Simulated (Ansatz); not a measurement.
Ansatz (an electronic-structure program) input (B3LYP-D3(BJ)/def2-TZVP):

Ansatz 0.2 input:
```yaml
crystal:
  periodic: [false, false, false]
  atoms:
    - {symbol: Cu, position_ang: [-0.00000000, -0.00000000, -1.21726486]}
    - {symbol: Br, position_ang: [0.00000000, 0.00000000, 1.00859089]}
basis:
  gaussian:
    orbitals: def2-TZVP
hamiltonian:
  xc: b3lyp
  dispersion: d3bj
phonons: {temperatures: {t_min: 298.15, t_max: 298.15, t_step: 100}}
```

Output:

```
Functional definition: B3LYP
integrals: 0.04 GiB planned
828 factors; integrals over basis functions are off by at most 2.2e-4 eV
mean field: 0.37 GiB planned
mean field evaluation 1: about -114687.4596 eV, gradient 5.8e1 eV
mean field evaluation 2: about -114607.7839 eV, gradient 3.1e2 eV
mean field evaluation 4: about -114690.1166 eV, gradient 1.3e1 eV
mean field evaluation 8: about -114690.5099 eV, gradient 2.7e-1 eV
mean field evaluation 16: about -114690.5103 eV, gradient 9.7e-5 eV
mean field -114690.51025990 eV, -4214.7985120313 hartree, gradient 5.9e-6 eV, S^2 0.000000; 0 other end points of the search recorded, 0 dependent functions left out
the calculation of the forces begins
reference -114690.51045070 eV, -4214.7985190430 hartree; 32, 32 occupied and 61, 61 virtual orbitals, 828 factors
these checks for a lower state are left out or cut short: stability, starts, cluster_reference, orbital_swaps, neighbouring_geometries, increment
integrals: 0.04 GiB planned
828 factors; integrals over basis functions are off by at most 2.2e-4 eV
mean field: 0.37 GiB planned
mean field -114690.51025990 eV, -4214.7985120315 hartree, gradient 5.0e-7 eV, S^2 0.000000; 0 other end points of the search recorded, 0 dependent functions left out
the calculation of the forces begins
reference -114690.51045070 eV, -4214.7985190432 hartree; 32, 32 occupied and 61, 61 virtual orbitals, 828 factors
these checks for a lower state are left out or cut short: stability, starts, cluster_reference, orbital_swaps, neighbouring_geometries, increment
integrals: 0.04 GiB planned
828 factors; integrals over basis functions are off by at most 2.2e-4 eV
mean field: 0.37 GiB planned
mean field evaluation 32: about -114690.5103 eV, gradient 2.2e-6 eV
mean field -114690.51025990 eV, -4214.7985120315 hartree, gradient 5.0e-7 eV, S^2 0.000000; 0 other end points of the search recorded, 0 dependent functions left out
the calculation of the forces begins
reference -114690.51045070 eV, -4214.7985190432 hartree; 32, 32 occupied and 61, 61 virtual orbitals, 828 factors
these checks for a lower state are left out or cut short: stability, starts, cluster_reference, orbital_swaps, neighbouring_geometries, increment
integrals: 0.04 GiB planned
828 factors; integrals over basis functions are off by at most 2.2e-4 eV
mean field: 0.37 GiB planned
mean field -114690.51025990 eV, -4214.7985120315 hartree, gradient 5.0e-7 eV, S^2 0.000000; 0 other end points of the search recorded, 0 dependent functions left out
the calculation of the forces begins
reference -114690.51045070 eV, -4214.7985190432 hartree; 32, 32 occupied and 61, 61 virtual orbitals, 828 factors
these checks for a lower state are left out or cut short: stability, starts, cluster_reference, orbital_swaps, neighbouring_geometries, increment
integrals: 0.04 GiB planned
828 factors; integrals over basis functions are off by at most 2.2e-4 eV
mean field: 0.37 GiB planned
mean field -114690.51025990 eV, -4214.7985120315 hartree, gradient 5.0e-7 eV, S^2 0.000000; 0 other end points of the search recorded, 0 dependent functions left out
the calculation of the forces begins
reference -114690.51045070 eV, -4214.7985190432 hartree; 32, 32 occupied and 61, 61 virtual orbitals, 828 factors
these checks for a lower state are left out or cut short: stability, starts, cluster_reference, orbital_swaps, neighbouring_geometries, increment
integrals: 0.04 GiB planned
828 factors; integrals over basis functions are off by at most 2.2e-4 eV
mean field: 0.37 GiB planned
mean field -114690.51021952 eV, -4214.7985105475 hartree, gradient 2.2e-6 eV, S^2 0.000000; 0 other end points of the search recorded, 0 dependent functions left out
the calculation of the forces begins
reference -114690.51041031 eV, -4214.7985175588 hartree; 32, 32 occupied and 61, 61 virtual orbitals, 828 factors
these checks for a lower state are left out or cut short: stability, starts, cluster_reference, orbital_swaps, neighbouring_geometries, increment
integrals: 0.04 GiB planned
828 factors; integrals over basis functions are off by at most 2.2e-4 eV
mean field: 0.37 GiB planned
mean field -114690.51023229 eV, -4214.7985110168 hartree, gradient 2.5e-6 eV, S^2 0.000000; 0 other end points of the search recorded, 0 dependent functions left out
the calculation of the forces begins
reference -114690.51042310 eV, -4214.7985180289 hartree; 32, 32 occupied and 61, 61 virtual orbitals, 828 factors
these checks for a lower state are left out or cut short: stability, starts, cluster_reference, orbital_swaps, neighbouring_geometries, increment
integrals: 0.04 GiB planned
828 factors; integrals over basis functions are off by at most 2.2e-4 eV
mean field: 0.37 GiB planned
mean field evaluation 64: about -114690.5103 eV, gradient 1.6e-5 eV
mean field -114690.51025990 eV, -4214.7985120315 hartree, gradient 5.0e-7 eV, S^2 0.000000; 0 other end points of the search recorded, 0 dependent functions left out
the calculation of the forces begins
reference -114690.51045070 eV, -4214.7985190432 hartree; 32, 32 occupied and 61, 61 virtual orbitals, 828 factors
these checks for a lower state are left out or cut short: stability, starts, cluster_reference, orbital_swaps, neighbouring_geometries, increment
integrals: 0.04 GiB planned
828 factors; integrals over basis functions are off by at most 2.2e-4 eV
mean field: 0.37 GiB planned
mean field -114690.51025990 eV, -4214.7985120315 hartree, gradient 5.0e-7 eV, S^2 0.000000; 0 other end points of the search recorded, 0 dependent functions left out
the calculation of the forces begins
reference -114690.51045070 eV, -4214.7985190432 hartree; 32, 32 occupied and 61, 61 virtual orbitals, 828 factors
these checks for a lower state are left out or cut short: stability, starts, cluster_reference, orbital_swaps, neighbouring_geometries, increment
integrals: 0.04 GiB planned
828 factors; integrals over basis functions are off by at most 2.2e-4 eV
mean field: 0.37 GiB planned
mean field -114690.51025990 eV, -4214.7985120315 hartree, gradient 5.0e-7 eV, S^2 0.000000; 0 other end points of the search recorded, 0 dependent functions left out
the calculation of the forces begins
reference -114690.51045070 eV, -4214.7985190432 hartree; 32, 32 occupied and 61, 61 virtual orbitals, 828 factors
these checks for a lower state are left out or cut short: stability, starts, cluster_reference, orbital_swaps, neighbouring_geometries, increment
integrals: 0.04 GiB planned
828 factors; integrals over basis functions are off by at most 2.2e-4 eV
mean field: 0.37 GiB planned
mean field -114690.51025990 eV, -4214.7985120315 hartree, gradient 5.0e-7 eV, S^2 0.000000; 0 other end points of the search recorded, 0 dependent functions left out
the calculation of the forces begins
reference -114690.51045070 eV, -4214.7985190432 hartree; 32, 32 occupied and 61, 61 virtual orbitals, 828 factors
these checks for a lower state are left out or cut short: stability, starts, cluster_reference, orbital_swaps, neighbouring_geometries, increment
integrals: 0.04 GiB planned
828 factors; integrals over basis functions are off by at most 2.2e-4 eV
mean field: 0.37 GiB planned
mean field evaluation 96: about -114690.5102 eV, gradient 2.5e-6 eV
mean field -114690.51023229 eV, -4214.7985110168 hartree, gradient 2.5e-6 eV, S^2 0.000000; 0 other end points of the search recorded, 0 dependent functions left out
the calculation of the forces begins
reference -114690.51042310 eV, -4214.7985180289 hartree; 32, 32 occupied and 61, 61 virtual orbitals, 828 factors
these checks for a lower state are left out or cut short: stability, starts, cluster_reference, orbital_swaps, neighbouring_geometries, increment
integrals: 0.04 GiB planned
828 factors; integrals over basis functions are off by at most 2.2e-4 eV
mean field: 0.37 GiB planned
mean field -114690.51021952 eV, -4214.7985105475 hartree, gradient 2.2e-6 eV, S^2 0.000000; 0 other end points of the search recorded, 0 dependent functions left out
the calculation of the forces begins
reference -114690.51041031 eV, -4214.7985175588 hartree; 32, 32 occupied and 61, 61 virtual orbitals, 828 factors
Total energy: -114690.57767115 eV, -4214.8009893490 hartree
Atom 0 at    -0.000000    -0.000000    -1.217265 Å, force     0.000000     0.000000    -0.000266 eV/Å
Atom 1 at     0.000000     0.000000     1.008591 Å, force    -0.000000    -0.000000     0.000266 eV/Å
Dipole moment:    -0.000000     0.000000    -1.004078 e Å
Vibrations: 289.16 cm⁻¹, zero-point energy 0.017926 eV
```
